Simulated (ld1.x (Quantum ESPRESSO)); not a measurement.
# What the settings do to the TM potential of antimony (Sb)

Base potential:

| Property | Result |
| --- | --- |
| Element | Sb (Z = 51) |
| Generator | ld1.x (Quantum ESPRESSO) 7.5 |
| Type | norm-conserving Troullier–Martins (Kleinman–Bylander form) |
| Functional | LDA (PZ) |
| Relativity | scalar-relativistic |
| Frozen core | [Kr] 4d10 |
| Valence charge | 5 |
| Reference configuration | 5s1 5p4 |
| Partial waves | 5s (bound): rc 1.85 bohr; 5p (bound): rc 1.90 bohr |
| Local potential | all-electron potential smoothed inside 1.65 bohr (lloc = -1) |
| Core correction | Bessel-smoothed model core inside 0.90 bohr |

Cutoffs, loose and tight: the cutoffs (Ry, on a coarse ladder) from which the occupation-weighted sum of valence levels, in a spherical-Bessel basis at the reference potential, stays within 10 and 1 mRy of its value at 400 Ry. They do not see the model core or the augmentation charge, which bear on the density cutoff. Test errors are all-electron minus pseudo excitation energies from the reference, over the configurations 5s2 5p3; 5s2 5p2; 5s2 5p1; 5s2 5p2.5; 5s1 5p0; 5s1 5p3; 5s2 5p0 (two spin-polarised tests are not counted in the largest error). A dash means not determined; rows that change the core or the reference have their own tests. The largest error is taken over the tests solved by every variant that gives reliable tests at all: 5s1 5p3; 5s2 5p0; 5s2 5p1; 5s2 5p2; 5s2 5p2.5; 5s2 5p3.

A true bound ghost makes a file unfit for plane-wave use even where its test errors are small: the radial tests pick states by their node count and pass the ghost by. Where a test does run into it, the solver fails or the error is huge.

```tsv
change	outcome	cutoff, loose	cutoff, tight	bound ghosts	largest test error (meV)
base	generated	25 Ry	50 Ry	s, d	-96
local potential all-electron potential smoothed inside 1.92 bohr (lloc = -1)	generated	25 Ry	50 Ry	s, d	-23
local potential the p channel	generated	25 Ry	50 Ry	s	+79
wave 5s (bound): rc 1.85 bohr becomes 5s (bound): rc 2.16 bohr	generated	25 Ry	50 Ry	s, d	-94
reference 5s2 5p3	generated	25 Ry	50 Ry	s, d	-156
wave 5p (bound): rc 1.90 bohr becomes 5p (bound): rc 1.88 bohr	generated	25 Ry	50 Ry	s, d	-96
type ultrasoft; waves now 5s (bound): rcut 1.60, rcutus 1.85 bohr; 5s channel at -0.35 Ry: rcut 1.60, rcutus 1.85 bohr; 5p (bound): rcut 1.65, rcutus 1.90 bohr; 5p channel at 4.55 Ry: rcut 1.65, rcutus 1.90 bohr; local potential all-electron potential smoothed inside 1.40 bohr (lloc = -2); augmentation built from norm-conserving waves at rcut, not smoothed further	generated	15 Ry	21 Ry	d	-108
core correction Bessel-smoothed model core inside 1.48 bohr	generated	25 Ry	50 Ry	s, d	-96
type ultrasoft; waves now 5s (bound): rcut 1.60, rcutus 1.85 bohr; 5s channel at 0.05 Ry: rcut 1.60, rcutus 1.85 bohr; 5p (bound): rcut 1.65, rcutus 1.90 bohr; 5p channel at 0.75 Ry: rcut 1.65, rcutus 1.90 bohr; local potential all-electron potential smoothed inside 1.80 bohr (lloc = -1); augmentation PSQ, radius 1.25 bohr	failed: chargeps: negative rho	–	–	–	–
core correction none	generated	25 Ry	50 Ry	s, d	+92
```

What comes out with this change to the base: fully relativistic?

outcome: generated; cutoff, loose: 25 Ry; cutoff, tight: 50 Ry; bound ghosts: s, d; largest test error (meV): -84.

What comes out with this change to the base: all radii but the core radius scaled by about 1.23 (s 2.28, p 2.34 bohr); local potential all-electron potential smoothed inside 2.04 bohr (lloc = -1)?

outcome: generated; cutoff, loose: 15 Ry; cutoff, tight: 30 Ry; bound ghosts: d; largest test error (meV): -59.
